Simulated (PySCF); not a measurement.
**Dipole response of Cr⁺ (chromium, charge +1)**

[Ar] 3d5, high-spin 6S determinant. Computed with PySCF 2.14 in def2-TZVPPD (6s6p4d2f1g, 67 functions), with the non-relativistic Hamiltonian (point nucleus). Coupled (time-dependent) response in atomic units; α is the mean over directions.

```csv
method,mean α (bohr³),C₆ (like pair),S(−4)
UHF,7.526,22.67,75.52
PBE,11.60,32.72,272.1
PBE0,9.936,28.69,173.8
```

S(−4) is the Cauchy moment in α(ω) = α(0) + S(−4) ω² + …

α(iu) at PBE:

| u (hartree) | α(iu) (bohr³) |
| --- | --- |
| 0 | 11.60 |
| 0.0500 | 10.97 |
| 0.100 | 9.519 |
| 0.200 | 6.703 |
| 0.300 | 5.030 |
| 0.500 | 3.537 |
| 0.750 | 2.768 |
| 1.00 | 2.323 |
| 1.50 | 1.722 |
| 2.00 | 1.305 |
| 3.00 | 0.7925 |
| 5.00 | 0.3644 |

A single London oscillator, α(iu) = α/(1 + u²/ω²), gives C₆ = (3/4) ω α². Matching the computed C₆ needs ω = 4 × 32.72 / (3 × 11.60²) = 0.324 hartree.

For an ion, C₆ is the dispersion term alone; charge-induced terms of lower order in 1/R come first.
